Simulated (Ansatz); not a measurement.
`CO[CH2][AlH][CH3]` + BH₃ → `[BH2][AlH][CH2]OC` + CH₄  (formal exchange of groups at the Al–C bond)

Program: Ansatz. Geometries: PBE0-D4/def2-TZVP. ΔE: electronic, gas phase. CBS: MP2 limit from def2 TZ/QZ plus the TZ coupled-cluster correction, frozen cores. This one scheme is used for every species. Functionals use def2-TZVPP. B3LYP here is the variant with VWN-RPA as its local correlation; programs differ in this. One conformer a species, not always the lowest.

`CO[CH2][AlH][CH3]`:

Cartesian coordinates in Å:
```
C 1.498 -0.819 0.903
O 1.632 -0.129 -0.300
C 0.963 1.124 -0.267
Al -1.019 0.998 -0.362
C -1.913 -0.708 -0.673
H 2.002 -1.781 0.798
H 0.440 -1.005 1.154
H 1.952 -0.269 1.741
H 1.303 1.675 -1.154
H 1.316 1.725 0.589
H -1.854 2.352 -0.249
H -2.677 -0.625 -1.452
H -1.212 -1.495 -0.962
H -2.432 -1.044 0.233
```

BH₃:

Z-matrix (Å, degrees):
```
B
H 1 1.193
H 1 1.193 2 120.0
H 1 1.193 2 120.0 3 180.0
```

`[BH2][AlH][CH2]OC`:

```xyz
13

B     0.389    1.727    0.667
Al    0.411    0.961   -1.282
C    -0.224   -0.941   -1.242
O    -0.994   -1.232   -0.075
C    -0.374   -0.893    1.102
H    -0.570    2.267    1.151
H     1.351    1.655    1.383
H     0.880    1.570   -2.675
H     0.636   -1.632   -1.297
H    -0.864   -1.192   -2.093
H    -0.988   -1.234    1.936
H    -0.299    0.233    1.234
H     0.646   -1.288    1.191
```

CH₄:

```xyz
5

C     0.000    0.000    0.000
H     0.559   -0.658    0.665
H     0.447   -0.023   -0.993
H     0.028    1.018    0.388
H    -1.034   -0.337   -0.059
```

CCSD(T)/CBS gives +0.23 eV.

(1) Another level gave +0.29 eV. Which?
A. B3LYP-D4/def2-TZVPP
B. RPA@PBE/def2-TZVPP
C. CAM-B3LYP-D4/def2-TZVPP
D. revPBE-D4/def2-TZVPP

Largest T1 diagnostic among the species: 0.014.

## Answers

(1) B. RPA@PBE/def2-TZVPP 0.29, revPBE-D4 -0.07, B3LYP-D4 0.17, CAM-B3LYP-D4 0.24 eV.

From r2SCAN to r2SCAN0 (25 % exact exchange), in def2-TZVPP and without D4, ΔE moves by +0.10 eV. At CCSD(T), def2-SVP lies −0.07 eV from the extrapolated value and def2-TZVPP −0.00 eV. In def2-TZVPP, CCSD(T) changes the Hartree–Fock value by −0.32 eV (the triples alone add −0.06 eV) and MP2 by −0.23 eV.
